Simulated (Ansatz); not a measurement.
`[NH2][ZnH]` + CH₃NH₂ → `C[NH][ZnH]` + NH₃ at 500 K and 1 bar (ligand exchange at a Zn–N bond).

Gas-phase electronic energies from Ansatz, PBE0-D4/def2-TZVP geometries. CBS: MP2 limit from def2 TZ/QZ plus the TZ coupled-cluster correction, frozen cores. This one scheme is used for every species. For Zn outer-core shells are correlated without core-valence functions, which leaves a few kJ/mol of doubt a bond. Scalar relativity is left out up to krypton.

```csv
species,CCSD(T)/CBS energy (Eh),H − E (kJ/mol),S (J/(mol·K))
`[NH2][ZnH]`,-1834.88092,106.3,294.3
CH₃NH₂,-95.75281,191.8,270.3
`C[NH][ZnH]`,-1874.12279,190.1,349.9
NH₃,-56.50880,108.2,211.8
```

H − E and S are ideal-gas, rigid-rotor, harmonic terms from PBE0-D4/def2-TZVP. 1 Eh = 2625.50 kJ/mol, R = 8.31446 J/(mol·K).

Task: By hand: ΔE, ΔH, ΔS and ΔG.

Result: ΔE = (-1874.12279) + (-56.50880) − (-1834.88092) − (-95.75281) = 0.00214 Eh = 5.6 kJ/mol. Δ(H − E) = 190.1 + 108.2 − 106.3 − 191.8 = 0.2, so ΔH = 5.8 kJ/mol. ΔS = 349.9 + 211.8 − 294.3 − 270.3 = -2.9 J/(mol·K). ΔG = 5.8 − 500 × (-2.9)/1000 = 7.2 kJ/mol.

Task: By hand: the equilibrium constant, and the temperature at which ΔG would vanish if ΔH and ΔS stayed fixed.

Result: log₁₀ K = −ΔG/(RT ln 10) = -0.8. ΔH and −TΔS have one sign here, so there is no such temperature.

The number of gas molecules stays the same, so ΔS is small and ΔH decides. A doubt of 5 kJ/mol in ΔE shifts log₁₀ K by 0.5 here. These are equilibria of isolated gas molecules and say nothing of rates. Largest T1 diagnostic: 0.016 (customary marks: 0.02 for closed shells, 0.045 for open ones).

ΔS is within the doubt of such terms, so its sign, and with it that verdict, could turn.
